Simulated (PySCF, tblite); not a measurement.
Isomers of C6H13ClSi, one GFN2-xTB conformer each. Single-point energies are computed at PBE0/pcSseg-1 (PySCF, gas phase, no added dispersion term), electronic only.

Problem. Rank them by PBE0/pcSseg-1 energy, lowest first (kcal/mol).
A. `[CH3:1][CH2:2][CH2:3][CH2:4]/[CH:5]=[CH:6]/[SiH2:7][Cl:8]` with C1–C2–C3–C4 178°, C2–C3–C4–C5 180°, C3–C4–C5–C6 120°, C5–C6–Si7–Cl8 -139°
B. `[CH2:1]=[CH:2][SiH2:3][C@@:4]([CH3:5])([Cl:6])[CH2:7][CH3:8]` with C1–C2–Si3–C4 -119°, C2–Si3–C4–C5 -176°, Si3–C4–C7–C8 -178°
C. `[CH3:1]/[CH:2]=[C:3](\[Cl:4])[C:5]([CH3:6])([CH3:7])[SiH3:8]` with C2–C3–C5–C6 109°

Solution. A (0.0), B (32.2), C (36.4).

GFN2-xTB itself gives, in the same order: 0.0, 38.3, 21.7. Both levels put the same isomer lowest; measured from each level's own lowest isomer, the values differ by up to 14.7 kcal/mol (C/C=C(\Cl)C(C)(C)[SiH3]: 21.7 against 36.4).

Problem. Which frontier levels, dipoles and rotational constants go with these structures?

Solution. 
| SMILES | HOMO (eV, PBE0/pcSseg-1) | LUMO (eV) | dipole (D) | A, B, C (MHz) |
| --- | --- | --- | --- | --- |
| CCCC/C=C/[SiH2]Cl | -7.75 | -0.45 | 2.76 | 6353, 330.7, 323.5 |
| C=C[SiH2][C@@](C)(Cl)CC | -7.62 | -0.44 | 1.94 | 1852, 913.5, 866.6 |
| C/C=C(\Cl)C(C)(C)[SiH3] | -6.94 | 0.27 | 1.75 | 1838, 1085, 877.6 |

Problem. What happens when harmonic zero-point energies from GFN2-xTB frequencies are added?

Solution. 
| SMILES | ZPE (kcal/mol) | electronic (kcal/mol) | with ZPE (kcal/mol) |
| --- | --- | --- | --- |
| CCCC/C=C/[SiH2]Cl | 107.5 | 0.0 | 0.0 |
| C=C[SiH2][C@@](C)(Cl)CC | 106.0 | 32.2 | 30.7 |
| C/C=C(\Cl)C(C)(C)[SiH3] | 105.0 | 36.4 | 33.9 |

The zero-point energies span 2.5 kcal/mol. The order is unchanged.
